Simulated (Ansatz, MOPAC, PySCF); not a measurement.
Lewis adduct: GaH2I (SMILES [GaH2][I]) (first 4 atoms) with H2O (SMILES O); geometry from B3LYP-D3(BJ)/def2-TZVP, rigid monomers moved along the line of their centres of mass till Ga1···O5 is 2.46 Å.
(charge 0, multiplicity 1):
```xyz
7

Ga    -0.027    -1.207     1.509
I     -0.162     1.068     0.285
H      1.396    -1.837     1.484
H     -1.411    -1.920     1.662
O      0.009    -0.261     3.776
H      0.173     0.668     3.544
H     -0.862    -0.287     4.193
```

```json
[
 {"level": "AM1", "interaction energy (meV)": "-909.8", "cost": "-"},
 {"level": "PM6", "interaction energy (meV)": "-551.0", "cost": "-"},
 {"level": "HF/3-21G (no counterpoise)", "interaction energy (meV)": "-1187.1", "cost": "-"},
 {"level": "HF/def2-SVPD", "interaction energy (meV)": "-592.6", "cost": "-"},
 {"level": "HF/def2-TZVPPD", "interaction energy (meV)": "-588.0", "cost": "-"},
 {"level": "PBE/def2-TZVPPD", "interaction energy (meV)": "-619.4", "cost": "×1"},
 {"level": "PBE-D4/def2-TZVPPD", "interaction energy (meV)": "-677.7", "cost": "×1"},
 {"level": "r2SCAN/def2-TZVPPD", "interaction energy (meV)": "-727.1", "cost": "×2"},
 {"level": "r2SCAN-D3(BJ)/def2-TZVPPD", "interaction energy (meV)": "-744.5", "cost": "×2"},
 {"level": "r2SCAN-D4/def2-TZVPPD", "interaction energy (meV)": "-742.3", "cost": "×2"},
 {"level": "B3LYP/def2-TZVPPD", "interaction energy (meV)": "-569.0", "cost": "×1"},
 {"level": "B3LYP-D4/def2-TZVPPD", "interaction energy (meV)": "-662.8", "cost": "×1"},
 {"level": "PBE0/def2-TZVPPD", "interaction energy (meV)": "-655.5", "cost": "×1"},
 {"level": "PBE0-D4/def2-TZVPPD", "interaction energy (meV)": "-706.7", "cost": "×1"},
 {"level": "wB97M-V/def2-TZVPPD", "interaction energy (meV)": "-723.2", "cost": "×4"},
 {"level": "MP2/def2-SVPD", "interaction energy (meV)": "-651.4", "cost": "-"},
 {"level": "MP2/def2-TZVPPD", "interaction energy (meV)": "-676.0", "cost": "-"},
 {"level": "CCSD/def2-SVPD", "interaction energy (meV)": "-617.1", "cost": "-"},
 {"level": "CCSD(T)/def2-TZVPPD", "interaction energy (meV)": "-654.8", "cost": "×70*"},
 {"level": "CCSD(T)/CBS(def2-SVPD, def2-TZVPPD)", "interaction energy (meV)": "-669.2", "cost": "×70*"}
]
```

The rows run from -1187.1 (HF/3-21G (no counterpoise)) to -551.0 meV (PM6). In def2-TZVPPD the value moves HF -588.0, MP2 -676.0, CCSD(T) -654.8, a shift of -66.8 from HF to CCSD(T). From def2-SVPD to def2-TZVPPD MP2 changes by -24.6. The dispersion term adds -58.3 in PBE-D4, -17.4 in r2SCAN-D3(BJ), -15.2 in r2SCAN-D4. The 5 functionals in def2-TZVPPD without D3 or D4 span 158.1, from r2SCAN to B3LYP.

Counterpoise-corrected where a basis set is named; no monomer relaxation. Rows marked so take none.

Cores are frozen in the correlated methods. Filled d and f shells under p-block atoms count as core. CBS: X⁻³ extrapolation of the correlation energy, Hartree–Fock from the larger set. Rows in 3-21G carry no dispersion term and start afresh at each structure; the Pople sets are all-electron and without relativity. The state that AM1, PM6 reach isn't checked.

Run with Ansatz (an electronic-structure program) with Gaussian orbitals; MOPAC for AM1, PM6 (differences of heats of formation); PySCF for 3-21G rows, the dispersion terms. Values without a source in brackets are computed. In def2 rows elements past Kr take small-core potentials, without spin–orbit coupling.

Costs are rough ratios of core time to PBE/def2-TZVPPD (about 7 s over the structures, on one shared machine); a dash marks a level with no comparable run of its own. A star marks coupled-cluster runs past 200 virtual orbitals, where the program's memory plan changes under this machine's limit, so their costs aren't comparable with smaller runs.
